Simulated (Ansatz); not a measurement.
# Relaxing a trial structure of FOSi2+

The starting geometry of this gas-phase singlet was optimised with GFN2-xTB.

```xyz
4

F     0.6679   -1.2754   -1.5468
O    -1.2048    1.0620    1.6791
Si   -0.2913    0.5927    0.5935
Si    0.9652    0.2793   -1.3506
```

Where would you expect an optimisation with B3LYP-D3(BJ)/def2-SVP to take it?

It loosens into FSi + OSi, which stay close as a complex (formulas without charges). Contacts that open: Si3–Si4 (2.34 → 3.03 Å).

The energy falls by 0.71 eV over 9 steps:

| step | E − E(last) (eV) |
| --- | --- |
| 1 | 0.714 |
| 2 | 0.231 |
| 3 | 0.105 |
| 4 | 0.016 |
| 5 | 0.003 |
| 6 | 0.000 |
| 7 | 0.000 |
| 8 | 0.000 |
| 9 | 0.000 |

Final geometry (Å):

```xyz
4

F     0.7730   -1.3616   -1.6918
O    -1.3259    1.1220    1.9779
Si   -0.5078    0.7309    0.7616
Si    1.1975    0.1673   -1.6725
```

No frequencies were run, so the end isn't proven a minimum. Run with Ansatz 0.2.0, 13 s on 1 thread of Arm Neoverse V1, with other jobs on the host.
